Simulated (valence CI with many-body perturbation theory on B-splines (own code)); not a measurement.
Results of a calculation; reference values are marked as such.
## From CI to CI+MBPT in Cd41+

Level of theory: valence CI with perturbative core correlation (CI+MBPT): five valence electrons over a frozen Dirac-Fock core [He], a basis of 9 s, 9 p, 8 d, 6 f, 3 g, 1 h functions for each j, with the one-electron correlation potential Σ1 (screened to all orders), the two-electron term Σ2, the three-electron term Σ3, Breit, model QED; selected single and double excitations, second order for the rest (own B-spline code, finite nucleus).

The last digits are not significant, and no measured levels were compared; by estimate large intervals hold to a few tenths of a per cent, small ones and those within an open d or f shell to about a per cent. Among the levels kept, up to 1500 cm⁻¹ of a level comes from second order outside the variational space, and about a tenth of that is noise between levels of different J, which matters for small intervals.

Each rung adds one term. CI alone is the Dirac-Coulomb CI over the frozen core; QED comes last and gives the full result, which names the levels. Energies are above (2s^2 2p1/2^2 2p3/2) J=3/2 on the same rung, in × 10³ cm⁻¹.

Levels are named by their leading jj configuration (3d3/2^4 stands for four electrons in 3d with j = 3/2), which in mixed levels can hold well under half, so a name can repeat and another be missing. Letters in brackets count levels of one name in rising energy.

```
                       Level  CI alone
  (2s^2 2p1/2 2p3/2^2) J=3/2    1521.4
  (2s^2 2p1/2 2p3/2^2) J=5/2    1688.6
  (2s^2 2p1/2 2p3/2^2) J=1/2    1872.2
  (2s 2p1/2^2 2p3/2^2) J=5/2    3035.6
        (2s^2 2p3/2^3) J=3/2    3410.2
  (2s 2p1/2^2 2p3/2^2) J=1/2    3483.3
  (2s 2p1/2^2 2p3/2^2) J=3/2    3509.3
(2s 2p1/2 2p3/2^3) J=3/2 [a]    4703.1
    (2s 2p1/2 2p3/2^3) J=5/2    4952.7
    (2s 2p1/2 2p3/2^3) J=1/2    5173.3
(2s 2p1/2 2p3/2^3) J=3/2 [b]    5281.0
          (2s 2p3/2^4) J=1/2    6839.1
     (2p1/2^2 2p3/2^3) J=3/2    6936.7
       (2p1/2 2p3/2^4) J=1/2    8604.5
     (2s^2 2p1/2^2 3s) J=1/2     28661
  (2s^2 2p1/2^2 3p1/2) J=1/2     29113
```

Problem. What do these energies become with core correlation, Breit and QED?

Solution. (2s^2 2p1/2 2p3/2^2) J=3/2 1499.3 (-22.19); (2s^2 2p1/2 2p3/2^2) J=5/2 1645.7 (-42.87); (2s^2 2p1/2 2p3/2^2) J=1/2 1854.5 (-17.70); (2s 2p1/2^2 2p3/2^2) J=5/2 2995.1 (-40.52); (2s^2 2p3/2^3) J=3/2 3361.6 (-48.61); (2s 2p1/2^2 2p3/2^2) J=1/2 3461.1 (-22.17); (2s 2p1/2^2 2p3/2^2) J=3/2 3472.6 (-36.65); (2s 2p1/2 2p3/2^3) J=3/2 [a] 4651.1 (-51.97); (2s 2p1/2 2p3/2^3) J=5/2 4880.6 (-72.12); (2s 2p1/2 2p3/2^3) J=1/2 5119.6 (-53.73); (2s 2p1/2 2p3/2^3) J=3/2 [b] 5214.7 (-66.32); (2s 2p3/2^4) J=1/2 6763.7 (-75.35); (2p1/2^2 2p3/2^3) J=3/2 6871.9 (-64.82); (2p1/2 2p3/2^4) J=1/2 8515.4 (-89.15); (2s^2 2p1/2^2 3s) J=1/2 28648 (-12.38); (2s^2 2p1/2^2 3p1/2) J=1/2 29101 (-12.23).

Problem. How does the ionisation energy move along the ladder, and which term matters most?

Solution. CI alone 6466.3, + Σ1 6466.7, + Σ2 6466.8, + Σ3 6466.6, + Breit 6462.9, + QED 6462.6 eV. The largest step is Breit, -3.8 eV. NIST lists 6460 ± 40 eV (semi-empirical).
